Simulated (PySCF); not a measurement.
IIrN: bending curve

Method: UPBE0 in PySCF with Ir def2-SVP with ECP60, N def2-SVP, I def2-SVP with ECP28; scalar-relativistic core potentials, no spin–orbit coupling; density-fitted integrals.

Rigid scan from the doublet minimum (Ir–I 2.554 Å, Ir–N 1.614 Å; I–Ir–N 127.7°). Coordinate: the N–Ir–I angle, bonds fixed. Energies in kJ/mol from the minimum.

```tsv
bond angle (°)	E (kJ/mol)	dipole size (D)	⟨S²⟩
80	99.8	2.59	0.77
90	57.7	2.21	0.77
100	28.8	1.82	0.76
110	10.9	1.51	0.76
120	1.9	1.26	0.76
130	0.1	1.05	0.76
140	3.7	0.84	0.76
150	10.2	0.63	0.76
160	17.2	0.41	0.76
170	22.3	0.20	0.75
180	24.2	0.06	0.75
```

With the bonds held, the linear shape lies 24.2 kJ/mol from the minimum.

Open d and f shells are described by one determinant, and the ground state may have another occupation or spin. With an element this heavy the missing spin–orbit coupling can shift these numbers.

Other isomers or separated fragments may lie lower.

The scan took 20 s on 2 threads of a shared Arm Neoverse V1 host; the process peaked at 0.71 GiB.
